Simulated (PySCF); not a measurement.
C2H4O, SMILES C[C]O (connectivity only; charge and spin as stated), neutral, multiplicity 1. Coordinates come from a r2SCAN-D4/def2-TZVP optimisation. A frequency run showed that this geometry is not a minimum. The values are those of a single conformer.

TDDFT-PBE/def2-SVPD run with PySCF puts the lowest singlet excitations at 2.96, 4.69, 5.54, 6.50, 6.75, 6.80 eV.

### Question
What are the lowest excitation roots from ADC(2)/aug-cc-pVDZ (PySCF)? (An estimate is asked for; the answer gives what the named calculation found.)

### Answer
3.25, 5.16, 6.05, 6.28, 6.54, 7.11 eV. S1 differs by 0.29 eV (second minus first; roots are paired by order, and the bases may differ).
